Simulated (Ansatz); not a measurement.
System: sum formula H3BPO2 (charge 0, doublet). It need not be the lowest isomer of its formula. 
Coordinates optimised at B3LYP-D3(BJ)/def2-TZVP (Ansatz, an electronic-structure program):
```xyz
7

O     -0.5823     1.3612     0.8032
B     -0.4412     0.1605     0.1762
O     -1.5799    -0.5798     0.0575
P      1.2461    -0.5381    -0.5396
H      0.2330     1.8627     0.8740
H     -1.4653    -1.4239    -0.3866
H      2.0437     0.5786    -0.1595
```
Charge 0, spin multiplicity 2.

Total electronic energies in hartree. Correlated levels leave the core frozen unless marked. Open shells are spin-unrestricted. No spin-orbit coupling. Non-relativistic. Basis-set limits of correlation are two-point, X^-3; Hartree-Fock from the larger set. [CCSD(T)-MP2]/basis is that difference in the basis named.

```json
[
 {"level": "RI-HF/cc-pV(T+d)Z", "program": "Ansatz", "energy (Eh)": "-517.07270"},
 {"level": "PBE-D3(BJ)/def2-TZVPD", "program": "Ansatz + dftd3", "energy (Eh)": "-518.26000"},
 {"level": "BLYP-D4/def2-TZVPD", "program": "Ansatz + dftd4", "energy (Eh)": "-518.58769"},
 {"level": "r2SCAN-D4/def2-TZVPD", "program": "Ansatz + dftd4", "energy (Eh)": "-518.50000"},
 {"level": "PBE0/def2-SVP", "program": "Ansatz", "energy (Eh)": "-517.96080"},
 {"level": "PBE0-D3(BJ)/def2-TZVP", "program": "Ansatz + dftd3", "energy (Eh)": "-518.29057"},
 {"level": "PBE0-D4/def2-TZVPD", "program": "Ansatz + dftd4", "energy (Eh)": "-518.29284"},
 {"level": "r2SCANh-D4/def2-TZVPD", "program": "Ansatz + dftd4", "energy (Eh)": "-518.48835"},
 {"level": "HSE06-D4/def2-TZVPD", "program": "Ansatz + dftd4", "energy (Eh)": "-518.27728"},
 {"level": "LC-wPBE-D4/def2-TZVPD", "program": "Ansatz + dftd4", "energy (Eh)": "-518.40431"},
 {"level": "B2GP-PLYP/def2-TZVPD", "program": "Ansatz", "energy (Eh)": "-518.29061"},
 {"level": "PBE-QIDH/def2-TZVPD", "program": "Ansatz", "energy (Eh)": "-518.17436"},
 {"level": "MP2/cc-pV(T+d)Z", "program": "Ansatz", "energy (Eh)": "-517.77647"},
 {"level": "MP2/CBS(cc-pV(T+d)Z,cc-pV(Q+d)Z)", "program": "Ansatz", "energy (Eh)": "-517.8882"},
 {"level": "RI-MP2/cc-pV(T+d)Z", "program": "Ansatz", "energy (Eh)": "-517.77625"},
 {"level": "SCS-MP2/cc-pV(D+d)Z", "program": "Ansatz", "energy (Eh)": "-517.54018"},
 {"level": "SCS-MP2/cc-pVTZ", "program": "Ansatz", "energy (Eh)": "-517.76455"},
 {"level": "CCSD/STO-3G", "program": "Ansatz", "energy (Eh)": "-510.95940"},
 {"level": "CCSD/cc-pVTZ", "program": "Ansatz", "energy (Eh)": "-517.80273"},
 {"level": "CCSD(T) with core electrons (1s frozen past Ne)/cc-pwCVTZ", "program": "Ansatz", "energy (Eh)": "-518.26221"},
 {"level": "RI-MP2/CBS(aug-cc-pV(T+d)Z,aug-cc-pV(Q+d)Z)+[CCSD(T)-MP2]/aug-cc-pV(D+d)Z", "program": "Ansatz", "energy (Eh)": "-517.9432"},
 {"level": "RI-MP2/CBS(aug-cc-pV(T+d)Z,aug-cc-pV(Q+d)Z)+[CCSD(T)-MP2]/aug-cc-pV(T+d)Z", "program": "Ansatz", "energy (Eh)": "-517.9471"},
 {"level": "CCSD(T)/CBS(aug-cc-pV(T+d)Z,aug-cc-pV(Q+d)Z)", "program": "Ansatz", "energy (Eh)": "-517.9390"}
]
```

Totals of different functionals don't rank their quality; only differences between species are comparable.
